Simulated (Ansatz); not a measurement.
BBrFH$_{3}$OSi (`OB(F)[SiH2]Br`) at its PBE0-D4/def2-TZVP geometry, where that method's forces vanish. The species carries charge 0 and has multiplicity 1.

```xyz
8

O     0.5502   -1.3729   -1.2363
B    -0.1392   -1.0890   -0.1204
F    -0.7522   -2.0934    0.4927
Si   -0.2621    0.7986    0.6326
Br    0.9375    2.0673   -0.7784
H     0.9680   -0.5963   -1.6264
H    -1.6420    1.3427    0.6553
H     0.3398    0.9429    1.9808
```

Question: What forces (eV/Å) does PBE-D4/def2-TZVPP give on these atoms in the Gaussian-basis code of Ansatz? (Estimate.)

Answer: The calculation gave: 
```
O1   0.102 -0.494 -0.301
B2  -0.020  0.485  0.176
F3  -0.292 -0.469  0.295
Si4 -0.021 -0.155 -0.016
Br5  0.137  0.145 -0.160
H6   0.202  0.397 -0.183
H7  -0.163  0.067  0.021
H8   0.056  0.023  0.167
```
